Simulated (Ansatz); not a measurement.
CH3BN2, 7 atoms. Charge 0, multiplicity 1. The bonds changed during the relaxation, so this is another structure than the one it started from. All runs use 2 threads of an Arm Neoverse V1 on a shared host. Correlated methods freeze the cores. Open-shell runs search over several starts.

Question: Give the basis size and wall time and peak host memory of each of these runs in Ansatz. UKS r2SCAN-D4/def2-TZVPP energy of the cation; UHF-MP2/def2-QZVPP energy of the cation; RKS ωB97M-V/def2-SVP energy; UKS B3LYP-D4/def2-TZVPP energy of the cation; RHF-CCSD(T)/def2-TZVPP energy; UKS ωB97M-V/def2-TZVPP energy of the cation; UKS PBE-D4/def2-TZVPP energy of the cation; direct RPA on PBE orbitals/def2-TZVPP energy; RKS ωB97M-V/def2-QZVPP energy; RKS PBE0-D4/def2-QZVPP energy; RKS r2SCAN-D4/def2-TZVPP energy and forces; UKS B2PLYP (frozen core)/def2-TZVPP energy of the cation. (Estimate.)

Answer: Ansatz gave: Other jobs shared the machine, so times are rough.

```csv
level,job,functions,wall time,peak host memory (GiB)
RKS ωB97M-V/def2-SVP,energy,71,3 s,0.32
direct RPA on PBE orbitals/def2-TZVPP,energy,166,3 s,0.32
RKS r2SCAN-D4/def2-TZVPP,energy and forces,166,3.3 s,0.17
UKS PBE-D4/def2-TZVPP,energy of the cation,166,4.4 s,0.32
RKS PBE0-D4/def2-QZVPP,energy,318,4.5 s,0.77
UKS B3LYP-D4/def2-TZVPP,energy of the cation,166,5.5 s,0.33
UKS r2SCAN-D4/def2-TZVPP,energy of the cation,166,9 s,0.32
RKS ωB97M-V/def2-QZVPP,energy,318,12 s,0.95
UKS B2PLYP (frozen core)/def2-TZVPP,energy of the cation,166,12 s,0.39
RHF-CCSD(T)/def2-TZVPP,energy,166,24 s,1.4
UKS ωB97M-V/def2-TZVPP,energy of the cation,166,28 s,0.61
UHF-MP2/def2-QZVPP,energy of the cation,318,31 s,1.2
```

B3LYP here is the variant with VWN-RPA as its local correlation; programs differ in this.
